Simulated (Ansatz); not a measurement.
`C[O][Zr]1234([CH3])([N](C)C)[C@H]5[C@@H]1[C@@H]2[C@@H]3[C@H]54` and `C[N](C)[Zr]1234([CH3])([CH3])[C@H]5[C@@H]1[C@@H]2[C@@H]3[C@H]54` differ in one atom or group.

Ansatz, PBE0-D4/def2-TZVP geometries, multiplicity 1. Each molecule was computed in one conformer, which needn't be the lowest. `C[O][Zr]1234([CH3])([N](C)C)[C@H]5[C@@H]1[C@@H]2[C@@H]3[C@H]54` holds a close contact that its SMILES doesn't draw: H···Zr 2.69 Å.

Elements past krypton have def2 core potentials.

```csv
property,`C[O][Zr]1234([CH3])([N](C)C)[C@H]5[C@@H]1[C@@H]2[C@@H]3[C@H]54`
HOMO energy (PBE/def2-TZVPP) / eV,-4.91
LUMO energy (PBE/def2-TZVPP) / eV,-1.06
HOMO energy (B3LYP/def2-TZVPP) / eV,-5.91
size of the dipole moment (B3LYP/def2-TZVPP) / D,1.65
size of the dipole moment (ωB97M-V/def2-TZVPP) / D,1.69
HOMO–LUMO gap (PBE0/def2-TZVPP) / eV,5.91
```

Give the same properties after the change, and the shifts. (Best estimate.)

Ansatz gave: 
| property | `C[N](C)[Zr]1234([CH3])([CH3])[C@H]5[C@@H]1[C@@H]2[C@@H]3[C@H]54` | shift |
| --- | --- | --- |
| HOMO energy (PBE/def2-TZVPP) / eV | -5.06 | -0.15 |
| LUMO energy (PBE/def2-TZVPP) / eV | -1.54 | -0.48 |
| HOMO energy (B3LYP/def2-TZVPP) / eV | -6.01 | -0.10 |
| size of the dipole moment (B3LYP/def2-TZVPP) / D | 1.66 | 0.01 |
| size of the dipole moment (ωB97M-V/def2-TZVPP) / D | 1.69 | 0.00 |
| HOMO–LUMO gap (PBE0/def2-TZVPP) / eV | 5.55 | -0.36 |

With PBE0 the HOMO falls by 0.09 eV and the LUMO falls by 0.46 eV, so the gap narrows by about 0.37 eV. PBE moves the HOMO by -0.15 eV and ωB97M-V by -0.03 eV. Dipoles are sizes alone; their direction can turn.

B3LYP here is the variant with VWN-RPA as its local correlation; programs differ in this.

Positive LUMOs are unbound, so they and the gaps depend on the basis.
